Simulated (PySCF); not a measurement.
F2Sc, neutral, multiplicity 2. Atoms are numbered in the order given.

```xyz
3

Sc     0.0000     0.0000     0.4229
F      0.0000     1.5777    -0.4934
F      0.0000    -1.5777    -0.4934
```
Charge 0, spin multiplicity 2.

The structure is a stationary point at PBE0-D3(BJ)/def2-TZVP. The spin state was assumed, not searched. The isomer is the one that the SMILES or the coordinates give; other isomers of the formula were not compared.

Method: PySCF with B3LYP/def2-TZVPD.

Computed frontier levels, dipole moment and polarisability:
- α spin, highest occupied and lowest empty level = -4.97 and -2.64 eV
- β spin, highest occupied and lowest empty level = -10.73 and -2.69 eV
- dipole moment = 3.11 D
- quadrupole, principal values (traceless, Buckingham form, about the centre of nuclear charge) = -8.86, 3.98, 4.88 D·Å
- mean static polarisability = 81.5 bohr³ (12.07 Å³)
- polarisability, principal values = 51.2, 93.0, 100.2 bohr³
- ⟨S²⟩ = 0.751 (pure state 0.75)
